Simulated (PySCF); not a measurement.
**PBE0 on Nb²⁺ (niobium, charge +2)**

Configuration: [Kr] 4d3, high-spin 4F determinant. Calculation: PySCF 2.14, in aug-cc-pwCVTZ-PP with ECP28MDF (8s8p7d4f3g, 122 functions); a scalar-relativistic core potential.

```
Total energy                : -55.8558 hartree
One-electron energy         : -88.0940 hartree
Hartree (Coulomb) energy    : 38.6198 hartree
Exchange-correlation energy : -6.3817 hartree
⟨S²⟩                        : 3.7516
⟨L²⟩                        : 12.015
Sum of ⟨r⟩                  : 15.80 bohr
Sum of ⟨r²⟩                 : 26.71 bohr²
```

```csv
shell,electrons,mean orbital energy (eV),"rms radius, mean of both spins (bohr)"
4s α,1,-80.756,1.24
4s β,1,-78.506,1.24
4p α,3,-55.541,1.39
4p β,3,-52.811,1.39
4d α,3,-21.589,2.00
```

Energies and moments cover only the electrons outside the core potential.
